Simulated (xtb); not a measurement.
thionyl fluoride (F2OS), singlet, at a GFN2-xTB geometry; GFN0-xTB (xtb 6.7.1).

The xtb input:
```
$ xtb mol.xyz --gfn 0 --opt --json

# file mol.xyz
4

O      1.36431422    -0.14953623    -0.37776966
S      0.20253837    -0.00630885     0.40783444
F     -0.66691673     1.26541662    -0.23549748
F     -0.90587522    -1.12127979    -0.15374626
```

Question: What does xtb print? Leave out banner, timings and long lists.

Answer: 
```
   ID    Z sym.   atoms
    1    8 O      1
    2   16 S      2
    3    9 F      3, 4

           -------------------------------------------------
          |                Calculation Setup                |
           -------------------------------------------------

           -------------------------------------------------
          |                 G F N 0 - x T B                 |
           -------------------------------------------------

          ...................................................
          :                      SETUP                      :
          :.................................................:
          :  # basis functions                  22          :
          :  # atomic orbitals                  21          :
          :  # shells                            9          :
          :  # electrons                        26          :
          :  electronic temp.          300.0000000     K    :
          :  accuracy                    1.0000000          :
          :  -> integral cutoff          0.2500000E+02      :
          :  -> integral neglect         0.1000000E-07      :
          ...................................................

         :::::::::::::::::::::::::::::::::::::::::::::::::::::
         ::                     SUMMARY                     ::
         :::::::::::::::::::::::::::::::::::::::::::::::::::::
         :: total energy             -14.219231044105 Eh    ::
         :: gradient norm              0.026110502468 Eh/a0 ::
         :: HOMO-LUMO gap              4.811900570803 eV    ::
         ::.................................................::
         :: H0 energy                -14.181063248021 Eh    ::
         :: repulsion energy           0.032282615586 Eh    ::
         :: electrostat energy        -0.069751208440 Eh    ::
         :: -> Gsolv                   0.000000000000 Eh    ::
         ::    -> Gsasa                0.000000000000 Eh    ::
         ::    -> Gshift               0.000000000000 Eh    ::
         :: dispersion energy         -0.000699203144 Eh    ::
         :: short-range corr.         -0.000000000086 Eh    ::
         :: add. restraining           0.000000000000 Eh    ::
         :: total charge              -0.000000000000 e     ::
         :::::::::::::::::::::::::::::::::::::::::::::::::::::

      -----------------------------------------------------------
     |                   =====================                   |
[...]
 * total energy  :   -14.2192310 Eh     change        0.0000000E+00 Eh
 * total energy  :   -14.2211474 Eh     change       -0.1916367E-02 Eh
 * total energy  :   -14.2218884 Eh     change       -0.7409767E-03 Eh
 * total energy  :   -14.2219417 Eh     change       -0.5330299E-04 Eh
 * total energy  :   -14.2219526 Eh     change       -0.1089288E-04 Eh
 * total energy  :   -14.2219636 Eh     change       -0.1101848E-04 Eh
 * total energy  :   -14.2219678 Eh     change       -0.4158640E-05 Eh
 * total energy  :   -14.2219760 Eh     change       -0.8196850E-05 Eh
 * total energy  :   -14.2219764 Eh     change       -0.4309535E-06 Eh
   *** GEOMETRY OPTIMIZATION CONVERGED AFTER 9 ITERATIONS ***
         :: total energy             -14.221976388095 Eh    ::
[...]
        12        2.0000           -0.4365970             -11.8804
        13        2.0000           -0.4207830             -11.4501 (HOMO)
        14                         -0.2533797              -6.8948 (LUMO)
        15                         -0.1896679              -5.1611
        16                         -0.0595376              -1.6201
        17                          0.0130657               0.3555
        18                          0.1004388               2.7331
        19                          0.1560188               4.2455
        20                          0.4449877              12.1087
        21                          0.9522129              25.9110
      -------------------------------------------------------------
                  HL-Gap            0.1674033 Eh            4.5553 eV
             Fermi-level            0.0000000 Eh            0.0000 eV

     #   Z          covCN         q      C6AA      α(0)
     1   8 O        0.860    -0.365    20.926     6.138
     2  16 S        2.429     0.709   113.317    17.948
     3   9 F        0.785    -0.172    11.000     3.820
     4   9 F        0.785    -0.172    11.000     3.820

 Mol. C6AA /au·bohr⁶  :        465.303191
 Mol. C8AA /au·bohr⁸  :      14649.104890
 Mol. α(0) /au        :         31.726969

Wiberg/Mayer (AO) data.
largest (>0.10) Wiberg bond orders for each atom

 ---------------------------------------------------------------------------
     #   Z sym  total        # sym  WBO       # sym  WBO       # sym  WBO
 ---------------------------------------------------------------------------
     1   8 O    2.329 --     2 S    2.152
     2  16 S    3.999 --     1 O    2.152     4 F    0.923     3 F    0.923
     3   9 F    1.037 --     2 S    0.923
     4   9 F    1.037 --     2 S    0.923
 ---------------------------------------------------------------------------

Topologies differ in total number of bonds
Writing topology from bond orders to xtbtopo.mol

 dipole moment from electron density (au)
     X       Y       Z
   0.7939  -0.0364   1.2572  total (Debye):    3.780

optimized geometry written to: xtbopt.xyz

           -------------------------------------------------
          | TOTAL ENERGY              -14.221976388095 Eh   |
          | GRADIENT NORM               0.000177578266 Eh/α |
          | HOMO-LUMO GAP               4.555276010733 eV   |
           -------------------------------------------------
```
